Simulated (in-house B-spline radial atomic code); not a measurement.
RPA correlation on r2SCAN: Au

Configuration [Xe] 4f14 5d10 6s1, highest spin, mean-field start r2SCAN. Computed with a B-spline radial code for spherical atoms: all electrons, scalar-relativistic (spin-free one-electron X2C), finite nucleus, each spin shell either full or empty, empty states to l = 9 with an (l + 1/2)⁻⁴ tail; G0W0 by contour deformation at full frequency.

Without the two-electron picture change, the correlation of inner shells comes somewhat too large for so heavy an element.

RPA overbinds a lone outer s electron by self-correlation, and G0W0 tends to as well.

The highest G0W0 level has too low a weight to be given.

Command:
```bash
python run_gw.py task.json out
```
Settings (radii: box in bohr, nucleus in fm):
```
Z                        79
electrons                79
configuration            [Xe] 4f14 5d10 6s1
hamiltonian              x2c
method                   r2scan
lmax                     9
rms_radius               5.4371
spin_polarised           True
box_radius               40
intervals                72
ion_configuration        [Xe] 4f14 5d10
```

Run time, properties included: 21 s on 1 thread of Arm Neoverse N1, on a shared host.

Energies (hartree):

```tsv
term	value
mean-field total	-19014.81185
Hartree-Fock functional on these orbitals	-19008.94373
direct second order	-8.1983
second-order exchange	2.0313
SOSEX correction	1.8824
```

Problem. What is the RPA correlation energy, and what remains with SOSEX?

Solution. RPA gives -7.0596 hartree (-2.43 eV per electron); RPA + SOSEX gives -5.1771, and the second-order doubles -6.167 hartree (no singles). SOSEX takes back 27 % of the RPA value.

Problem. What does it cost to remove one electron (to [Xe] 4f14 5d10) by differences of total energies, each species on its own start (correlation terms add to the Hartree-Fock functional)?

Solution. r2SCAN 9.536 eV, Hartree-Fock functional 7.524 eV, + RPA 9.567 eV, + RPA + SOSEX 8.823 eV, + second order 10.475 eV. Tabulated: 9.226 eV (NIST, measured); the calculation leaves out spin-orbit coupling, Breit and QED terms, and what these don't explain is the method's own error.
